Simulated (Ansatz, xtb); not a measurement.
## Isomers of Cl2FGeH3Si in order of energy

6 gas-phase structures of Cl2FGeH3Si, found in a search over its isomers (lower ones may exist). Each was relaxed with GFN2-xTB; where two conformers were screened, the lower at r2SCAN-D4/def2-SVP is listed:

A. `[F][Ge@H]([Cl])[SiH2]Cl`, a singlet
B. `F[Si@H](Cl)[GeH2][Cl]`, a singlet
C. `[F][GeH2][SiH](Cl)Cl`, a singlet
D. `[F][Ge]([SiH3])([Cl])[Cl]`, a singlet
E. `F[Si](Cl)(Cl)[GeH3]`, a singlet
F. `F[SiH2][GeH]([Cl])[Cl]`, a singlet

Problem. Which do you expect lowest at r2SCAN-D4/def2-SVP, and how would the others follow?

Solution. Calculated order at r2SCAN-D4/def2-SVP: E (0.0), B (43.4), F (69.7), C (96.8), D (100.1), A (107.1) kJ/mol. Less than 1 kcal/mol parts C and D, so the order within that pair means little.

Energies above the lowest of each column, in kJ/mol; the last columns are at PBE0-D3(BJ)/def2-SVP geometries and were run for some of them only (a dash: not run or not comparable):

```csv
structure,GFN2-xTB,HF/STO-3G,r2SCAN-D4/def2-SVP,PBE0-D3(BJ)/def2-SVP,CCSD(T)/def2-SVP + ΔMP2/def2-TZVPP
E,92.7,0.0,0.0,0.0,0.0
B,39.8,19.8,43.4,38.4,37.2
F,0.0,24.9,69.7,67.4,–
C,101.9,88.8,96.8,–,–
D,22.0,55.0,100.1,–,–
A,52.5,78.9,107.1,–,–
```

CCSD(T)/def2-SVP + ΔMP2/def2-TZVPP puts E lowest of those it was run on; GFN2-xTB picks F. Flexible structures stand in one conformer each, not always the lowest. Frequencies (PBE0-D3(BJ)/def2-SVP) were run for B, E alone. ΔMP2 is the change of the MP2 energy from the smaller to the larger basis.

Over these structures GFN2-xTB departs from r2SCAN-D4/def2-SVP by 49.4 kJ/mol on average once a common shift is removed. A GFN2-xTB relaxation took about 0.15 s and the r2SCAN-D4/def2-SVP energy about 3.1 s on a shared host (Ansatz 0.2.0, xtb 6.7.1).
